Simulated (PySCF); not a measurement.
A hydrogen-terminated cluster with one unit changed: Si6H12, framework. All species are isolated molecules in the gas phase. One relaxed conformer stands for each flexible species; it need not be the lowest. Strings in code marks are SMILES.

Calculation: PBE-D3(BJ)/def2-TZVP // PBE0-D3(BJ)/def2-SVP in PySCF. Delta-SCF ions had no search for a lower state. Excitations are Tamm–Dancoff values on a coarser integration grid. The basis has no diffuse functions, so Rydberg states are missing or too high.

```
species                                                                    T1 excitation (TDA) (eV)  HOMO–LUMO gap (eV)  vertical ionisation energy (Delta-SCF) (eV)  S1–T1 gap (TDA) (eV)
-------------------------------------------------------------------------  ------------------------  ------------------  -------------------------------------------  --------------------
a SiH2 unit replaced by SnH2 (`[SiH2]1[SnH2][SiH2][SiH2][SiH2][SiH2]1`)                        4.75                   …                                            –                  0.35
a SiH2 unit replaced by GaH1 (`[SiH2]1[SiH2][SiH2][GaH][SiH2][SiH2]1`)                            …                2.95                                         8.40                  0.51
a SiH2 unit replaced by OH0 (`[SiH2]1[SiH2]O[SiH2][SiH2][SiH2]1`)                              4.31                4.54                                         8.67                  0.44
a SiH2 unit replaced by SH0 (`[SiH2]1[SiH2][SiH2][SiH2]S[SiH2]1`)                              4.09                   …                                            …                  0.33
a SiH2 unit replaced by BH2− (`[BH2-]1[SiH2][SiH2][SiH2][SiH2][SiH2]1`)                           –                   –                                            –                     –
a SiH2 unit replaced by SbH2+ (`[SiH2]1[SiH2][SiH2][SbH2+][SiH2][SiH2]1`)                      4.34                4.43                                        12.96                  0.15
```

Fill in the missing entries.


- a SiH2 unit replaced by SnH2 (`[SiH2]1[SnH2][SiH2][SiH2][SiH2][SiH2]1`), HOMO–LUMO gap (eV): 4.92
- a SiH2 unit replaced by GaH1 (`[SiH2]1[SiH2][SiH2][GaH][SiH2][SiH2]1`), T1 excitation (TDA) (eV): 2.68
- a SiH2 unit replaced by SH0 (`[SiH2]1[SiH2][SiH2][SiH2]S[SiH2]1`), HOMO–LUMO gap (eV): 4.26
- a SiH2 unit replaced by SH0 (`[SiH2]1[SiH2][SiH2][SiH2]S[SiH2]1`), vertical ionisation energy (Delta-SCF) (eV): 8.31
